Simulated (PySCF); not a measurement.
**Cl2Pt: script and output**

File input.py (PySCF 2.14):

```python
from pyscf import gto, dft

mol = gto.M(
    atom='Pt -0.2731 0.1191 0; Cl 0.772 -0.3368 1.8305; Cl 0.772 -0.3368 -1.8305',
    basis='def2-svp',
    ecp={'Pt': 'def2-svp'},
    charge=0,
    spin=0,
    verbose=4,
)
mf = dft.RKS(mol, xc='hse06')
mf.kernel()
mf.mulliken_pop()
mf.dip_moment()
print('orbital energies (hartree):', mf.mo_energy[..., max(0, mol.nelec[1]-3):mol.nelec[0]+3].round(4))
```

```bash
$ OMP_NUM_THREADS=1 python input.py
```

The log (some set-up lines and the per-cycle HOMO/LUMO lines with their warnings removed):

```
PySCF version 2.14.0

[INPUT] verbose = 4
[INPUT] num. atoms = 3
[INPUT] num. electrons = 52
[INPUT] charge = 0
[INPUT] spin (= nelec alpha-beta = 2S) = 0
[INPUT] symmetry False subgroup None
[INPUT] Mole.unit = angstrom
[INPUT] Symbol           X                Y                Z      unit          X                Y                Z       unit  Magmom
[INPUT]  1 Pt    -0.273100000000   0.119100000000   0.000000000000 AA   -0.516084204619   0.225066381436   0.000000000000 Bohr   0.0
[INPUT]  2 Cl     0.772000000000  -0.336800000000   1.830500000000 AA    1.458868568164  -0.636459758754   3.459143671016 Bohr   0.0
[INPUT]  3 Cl     0.772000000000  -0.336800000000  -1.830500000000 AA    1.458868568164  -0.636459758754  -3.459143671016 Bohr   0.0

nuclear repulsion = 191.945114475556
number of shells = 28
number of NR pGTOs = 129
number of NR cGTOs = 68
basis = def2-svp
ecp = {'Pt': 'def2-svp'}

******** <class 'pyscf.dft.rks.RKS'> ********
method = RKS
initial guess = minao
damping factor = 0
level_shift factor = 0
DIIS = <class 'pyscf.scf.diis.CDIIS'>
diis_start_cycle = 1
diis_space = 8
diis_damp = 0
SCF conv_tol = 1e-09
SCF conv_tol_grad = None
SCF max_cycles = 50
direct_scf = True
direct_scf_tol = 1e-13
XC library pyscf.dft.libxc version 7.0.0
    S. Lehtola, C. Steigemann, M. J.T. Oliveira, and M. A.L. Marques.,  SoftwareX 7, 1–5 (2018)
XC functionals = hse06
    J. Heyd, G. E. Scuseria, and M. Ernzerhof.,  J. Chem. Phys. 118, 8207 (2003)
    J. Heyd, G. E. Scuseria, and M. Ernzerhof.,  J. Chem. Phys. 124, 219906 (2006)
    A. V. Krukau, O. A. Vydrov, A. F. Izmaylov, and G. E. Scuseria.,  J. Chem. Phys. 125, 224106 (2006)
radial grids:
    Treutler-Ahlrichs [JCP 102, 346 (1995); DOI:10.1063/1.469408] (M4) radial grids

becke partition: Becke, JCP 88, 2547 (1988); DOI:10.1063/1.454033
pruning grids: <function nwchem_prune>
grids dens level: 3
symmetrized grids: False
atomic radii adjust function: <function treutler_atomic_radii_adjust>
small_rho_cutoff = 0
Set gradient conv threshold to 3.16228e-05
Initial guess from minao.
tot grids = 62072
init E= -1027.8317710635
cycle= 1 E= -1038.5108714506  delta_E= -10.7  |g|= 1.44  |ddm|= 7.91
cycle= 2 E= -1027.06876604596  delta_E= 11.4  |g|= 4.84  |ddm|=   10
cycle= 3 E= -1039.167215288  delta_E= -12.1  |g|= 0.201  |ddm|= 9.57
cycle= 4 E= -1039.16895811192  delta_E= -0.00174  |g|= 0.209  |ddm|= 0.587
cycle= 5 E= -1039.17964613713  delta_E= -0.0107  |g|= 0.068  |ddm|= 0.312
cycle= 6 E= -1039.18067116297  delta_E= -0.00103  |g|= 0.0224  |ddm|= 0.0515
cycle= 7 E= -1039.18079691595  delta_E= -0.000126  |g|= 0.007  |ddm|= 0.0201
cycle= 8 E= -1039.18080928108  delta_E= -1.24e-05  |g|= 0.000798  |ddm|= 0.00763
cycle= 9 E= -1039.18080942817  delta_E= -1.47e-07  |g|= 9.1e-05  |ddm|= 0.000885
cycle= 10 E= -1039.18080943019  delta_E= -2.03e-09  |g|= 1.47e-05  |ddm|= 0.000114
cycle= 11 E= -1039.18080943026  delta_E= -6.55e-11  |g|= 2.64e-06  |ddm|= 1.96e-05
Extra cycle  E= -1039.18080943026  delta_E=    0  |g|= 2.97e-06  |ddm|= 5.86e-06
converged SCF energy = -1039.18080943026
 ** Mulliken pop  **
pop of  0 Pt 5s           0.04965
pop of  0 Pt 6s          -0.44548
pop of  0 Pt 7s           1.83619
pop of  0 Pt 8s           0.56726
pop of  0 Pt 9s           0.60786
pop of  0 Pt 10s          0.12288
pop of  0 Pt 5px          1.87150
pop of  0 Pt 5py          1.86826
pop of  0 Pt 5pz          1.87582
pop of  0 Pt 6px          0.14984
pop of  0 Pt 6py          0.14646
pop of  0 Pt 6pz          0.16441
[56 lines left out]
 ** Mulliken atomic charges  **
charge of    0Pt =      0.26810
charge of    1Cl =     -0.13405
charge of    2Cl =     -0.13405
Dipole moment(X, Y, Z, Debye): -1.43085,  0.62418,  0.00000
orbital energies (hartree): [-0.2913 -0.2817 -0.2699 -0.196  -0.0934  0.0078]
```

In short: E(SCF) = -1039.180809 Eh, 11 cycles, μ(SCF) = 1.56 D.

Run time: 14 s on 1 thread of Arm Neoverse N1 (shared host).
